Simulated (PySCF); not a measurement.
A structure optimised at PBE0-D3(BJ)/def2-SVP, used in a PySCF frequency run:

```
Ti
F 1 1.6759
F 1 1.6759 2 111.11
F 1 1.6759 2 111.11 3 -124.27
```
Charge +1, spin multiplicity 1.

**Question.** Write its SMILES, formula and point group.

**Answer.** [F][Ti+]([F])[F], F3Ti, C3v

**Question.** What are its rotational constants (standard atomic weights)?

**Answer.** 6.3656, 6.3656, 3.4814 GHz
